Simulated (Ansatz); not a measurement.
Vertical singlet–triplet gap (eV) of eight silicon and germanium compounds: PBE beside PBE0, computed with Ansatz (an electronic-structure program) for isolated molecules in the bases named; differences from unrounded values. The eight are the first of their class met in an unordered collection, after screening for sound electronic states; none was chosen by its value. Functionals give these values as differences of separate SCF runs (ΔSCF), EOM-CCSD as a root; each molecule has one DFT geometry for both levels.

```csv
molecule,basis,PBE0,PBE,difference
"Ge(F)2(SH)2 (F2GeH2S2), SMILES [Ge]([F])([SH])([F])[SH]",def2-SVPD,5.12,4.65,-0.48
"Si(H)(F)(Cl)(Et) (C2H6ClFSi), SMILES CC[SiH](F)Cl",def2-SVPD,7.46,6.91,-0.56
"C2H4F2OSi, SMILES O=C[Si@@H](F)CF",def2-SVPD,2.37,(withheld),(withheld)
"C2H9FSi3, SMILES [C@@H]1(C[SiH2][Si@@H]1[SiH3])F",def2-SVPD,5.02,4.75,-0.27
"CH3ClFNSi2, SMILES F[Si@]1(Cl)N=C[SiH2]1",def2-SVPD,2.92,2.91,-0.01
"C2H6N2Si, SMILES C#C[SiH](N)N",def2-SVPD,4.98,4.95,-0.03
"B(Cl)2(OSiH3) (BCl2H3OSi), SMILES [SiH3]OB(Cl)Cl",def2-SVPD,6.57,(withheld),(withheld)
"C2H10FNSi2, SMILES F[SiH2]C[SiH2]CN",def2-SVPD,5.84,(withheld),(withheld)
```

Fill in the missing entries. (Estimate from the structure and the level; the computed values follow.)


- C2H4F2OSi, SMILES O=C[Si@@H](F)CF, PBE: 2.36
- C2H4F2OSi, SMILES O=C[Si@@H](F)CF, difference: -0.01
- C2H10FNSi2, SMILES F[SiH2]C[SiH2]CN, PBE: 5.57
- C2H10FNSi2, SMILES F[SiH2]C[SiH2]CN, difference: -0.27
- B(Cl)2(OSiH3) (BCl2H3OSi), SMILES [SiH3]OB(Cl)Cl, PBE: 6.06
- B(Cl)2(OSiH3) (BCl2H3OSi), SMILES [SiH3]OB(Cl)Cl, difference: -0.52

PBE lies below PBE0 in 8 and above it in 0 of the eight; the mean signed difference is -0.27 and the largest -0.56 eV.
